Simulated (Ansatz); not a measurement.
CH$_{5}$ClFGaSi (`F[CH]([GaH2])[SiH2]Cl`), relaxed with RKS PBE0-D4/def2-TZVP in the Gaussian-basis code of Ansatz from a PBE-D4/def2-SVP geometry. The force threshold is 0.005 eV/Å; the program also tests the step.

Total charge 0; spin multiplicity 1.

Start:

```xyz
10

F     1.851   -0.621    0.126
C     0.709    0.199    0.122
Ga    0.194    0.688   -1.755
Si   -0.688   -0.614    1.108
Cl   -0.139   -0.897    3.100
H     0.954    1.167    0.629
H    -1.035    1.655   -1.990
H     1.059    0.091   -2.931
H    -1.017   -1.960    0.532
H    -1.887    0.292    1.059
```

**Question.** How much energy does the relaxation release, and in how many steps? (Estimate.)

**Answer.** The calculation gave: 3.05 kJ/mol, in 8 steps.

**Question.** Which bonds change most? (An estimate is asked.)

**Answer.** Ansatz gave: Si4–Cl5 from 2.086 to 2.054 Å; C2–Si4 from 1.894 to 1.873 Å; Si4–H10 from 1.503 to 1.484 Å; C2–H6 from 1.120 to 1.102 Å.

**Question.** Give the relaxed structure. (Best estimate.)

**Answer.** Ansatz gave: 
```xyz
10

F     1.851   -0.596    0.146
C     0.701    0.202    0.125
Ga    0.194    0.669   -1.751
Si   -0.680   -0.604    1.101
Cl   -0.141   -0.922    3.057
H     0.942    1.154    0.623
H    -1.047    1.601   -1.975
H     1.065    0.102   -2.918
H    -1.038   -1.920    0.519
H    -1.846    0.313    1.073
```
